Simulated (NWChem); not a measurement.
System: GaNH2F2; SMILES [F][Ga]([NH2])[F]

Output (shortened):

```
             Northwest Computational Chemistry Package (NWChem) 7.3.0
             --------------------------------------------------------

                             Geometry "geometry" -> ""
                             -------------------------

 Output coordinates in angstroms (scale by  1.889725989 to convert to a.u.)

  No.       Tag          Charge          X              Y              Z
 ---- ---------------- ---------- -------------- -------------- --------------
    1 Ga                  31.0000    -0.00013900    -0.02559600    -0.02992100
    2 F                    9.0000     1.47124300    -0.95343200     0.04395700
    3 F                    9.0000    -1.47749400    -0.94390400     0.04377800
    4 N                    7.0000     0.00560200     1.75355000    -0.15033500
    5 H                    1.0000    -0.83890100     2.30306800    -0.23579500
    6 H                    1.0000     0.85360100     2.29764300    -0.23584300

 Effective nuclear repulsion energy (a.u.)     296.2439370470

                              NWChem Property Module
                              ----------------------

  itol2e modified to match energy
  convergence criterion.

                                 NWChem DFT Module
                                 -----------------

 Summary of "ao basis" -> "ao basis" (spherical)
 ------------------------------------------------------------------------------
       Tag                 Description            Shells   Functions and Types
 ---------------- ------------------------------  ------  ---------------------
 Ga                         pcsseg-1                15       41   5s7p3d
 F                          pcsseg-1                 7       17   3s3p1d
 N                          pcsseg-1                 7       17   3s3p1d
 H                          pcsseg-1                 3        5   2s1p

  itol2e modified to match energy
  convergence criterion.

[...]

          -----------------------------------------
          Chemical Shielding Tensors (GIAO, in ppm)
          -----------------------------------------

                                NWChem CPHF Module
                                ------------------

  scftype          =     RHF
  nclosed          =       29
  nopen            =        0
  variables        =     2117
  # of vectors     =        3
  tolerance        = 0.10D-03
  level shift      = 0.00D+00
  max iterations   =       50
  max subspace     =       30

 SCF residual:    2.5551258260698668E-005

Iterative solution of linear equations
  No. of variables     2117
  No. of equations        3
  Maximum subspace       30
        Iterations       50
       Convergence  1.0D-04

   iter   nsub   residual    time
   ----  ------  --------  ---------
     1      3    1.38D-05      50.5

      Atom:    1  Ga
        Diamagnetic
   2646.6821     -0.0001     -0.0005
     -0.0001   2646.6635     -0.1412
     -0.0005     -0.1412   2644.8302

        Paramagnetic
  -1145.8219      0.8402     -0.1111
      0.8402   -885.3584    -39.5143
     -0.1111    -39.5143  -1373.4237

        Total Shielding Tensor
   1500.8602      0.8401     -0.1116
      0.8401   1761.3052    -39.6555
     -0.1116    -39.6555   1271.4064

           isotropic =    1511.1906
          anisotropy =     379.9597

          Principal Components and Axis System
                 1           2           3
             1764.4971   1500.8575   1268.2172

      1         0.0032      1.0000      0.0002
      2         0.9968     -0.0032      0.0802
      3        -0.0802      0.0001      0.9968

      Atom:    2  F
        Diamagnetic
    486.5621    -11.2053      0.8957
    -11.2053    475.0322     -0.5821
      0.8957     -0.5821    467.6765

        Paramagnetic
   -117.6936    -71.6748      6.1842
    -71.6748   -158.3097      1.4756
      6.1842      1.4756   -133.7712

        Total Shielding Tensor
    368.8685    -82.8801      7.0800
    -82.8801    316.7225      0.8934
      7.0800      0.8934    333.9053

           isotropic =     339.8321
          anisotropy =     135.1914

          Principal Components and Axis System
                 1           2           3
              429.9597    333.9339    255.6028

      1         0.8060     -0.0064      0.5919
      2        -0.5895      0.0824      0.8036
      3         0.0539      0.9966     -0.0627

      Atom:    3  N
        Diamagnetic
    322.5443      0.0408     -0.0100
      0.0408    335.1287     -2.9414
     -0.0100     -2.9414    300.9002

        Paramagnetic
    -77.7500      0.0695     -0.0082
      0.0695    -55.8995     -2.4438
     -0.0082     -2.4438    -76.2560

        Total Shielding Tensor
    244.7943      0.1103     -0.0182
      0.1103    279.2293     -5.3851
     -0.0182     -5.3851    224.6442

           isotropic =     249.5559
          anisotropy =      45.2999

          Principal Components and Axis System
                 1           2           3
              279.7558    244.7939    224.1180

      1         0.0032      1.0000      0.0004
      2         0.9953     -0.0032      0.0972
      3        -0.0973     -0.0000      0.9953

      Atom:    4  H
        Diamagnetic
     35.9187     -9.7261      1.3403
     -9.7261     35.0714     -1.5904
      1.3403     -1.5904     20.6770

        Paramagnetic
     -1.6236      1.2804     -0.2427
      1.2804     -1.8100      0.4031
     -0.2427      0.4031      1.9099

[...]
```

Level: KT2/pcSseg-1, GIAO. Structure relaxed at the PBE0/def2-SVP level. The output numbers the shielded atoms by their place in the input's list. The printed shielding anisotropy is the first printed principal value minus the mean of the other two.

**Question.** Which NWChem input produces such a log?

**Answer.** Several could match; the one computed here: the input that was run:
```
start job
memory heap 200 mb stack 900 mb global 1100 mb
geometry units angstroms noautosym nocenter noautoz
  Ga    -0.000139    -0.025596    -0.029921
  F      1.471243    -0.953432     0.043957
  F     -1.477494    -0.943904     0.043778
  N      0.005602     1.753550    -0.150335
  H     -0.838901     2.303068    -0.235795
  H      0.853601     2.297643    -0.235843
end
basis spherical
  Ga library pcsseg-1
  F library pcsseg-1
  N library pcsseg-1
  H library pcsseg-1
end
dft
  xc kt2
  iterations 150
end
property
  shielding 4 1 2 4 5
end
task dft property
```
